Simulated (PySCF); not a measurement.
PySCF 2.14 output of a UHF calculation on a single atom or ion in pcseg-2, with the non-relativistic Hamiltonian (point nucleus):

```
SCF conv_tol = 1e-09
number electrons alpha = 5  beta = 4
cycle= 1 E= -127.810818442753  delta_E= -0.00444  |g|= 0.0293  |ddm|= 0.0228
cycle= 2 E= -127.810998400315  delta_E= -0.00018  |g|= 0.00613  |ddm|= 0.00506
cycle= 3 E= -127.811007411176  delta_E= -9.01e-06  |g|= 0.000196  |ddm|= 0.00153
cycle= 4 E= -127.811007428472  delta_E= -1.73e-08  |g|= 5.18e-05  |ddm|= 0.000113
cycle= 5 E= -127.811007429761  delta_E= -1.29e-09  |g|= 1.97e-05  |ddm|= 2.81e-05
cycle= 6 E= -127.811007429957  delta_E= -1.96e-10  |g|= 1.62e-06  |ddm|= 1.44e-05
converged SCF energy = -127.811007429957  <S^2> = 0.75256437  2S+1 = 2.0025627
```

The run itself started from symmetry-adapted Hartree-Fock orbitals and held the occupation by maximum overlap, so the iterations belong to that start.

Which element, charge and spin multiplicity is this?

Ne⁺ (neon, charge +1), multiplicity 2; the state was [He] 2s2 2p5, 2P determinant.
